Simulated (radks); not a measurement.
Fractional charge and spin in the 5s shell of samarium: the spin-up occupation runs from 0 to 1 and the spin-down occupation from 0 to 1; the fullest corner is Sm3+, [Kr] 4d10 4f(up 2.5, down 2.5) 5p6 5s(up 1, down 1). Calculated with a radial shooting solver on a logarithmic mesh with Libxc functionals: scalar-relativistic Kohn-Sham, PBE, spin-polarised, spherical densities, point nucleus. Energy (eV) above the fullest corner. The planes named below are the two flat planes that join the four corners, with an edge along up + down = one added electron.

down \ up,0,0.25,0.5,0.75,1
0,171.731,146.931,123.064,100.123,78.102
0.25,146.931,123.130,100.252,78.292,57.242
0.5,123.064,100.252,78.355,57.366,37.277
0.75,100.123,78.292,57.366,37.338,18.199
1,78.102,57.242,37.277,18.199,0.000

Corners above the fullest one (they belong to Sm4+ and the next ion): (up 1, down 0) 78.102 eV, (up 0, down 1) 78.102 eV, (up 0, down 0) 171.73 eV. With half an added electron in each spin the energy lies 0.253 eV from the planes, and with half an added electron in spin up alone -1.853 eV. The planes are only a guide here: the flat-plane condition holds for ground states with one frontier orbital, while this shell lies below other occupied shells, so the corners above the fullest one are inner-hole states and not the ground states of those ions.
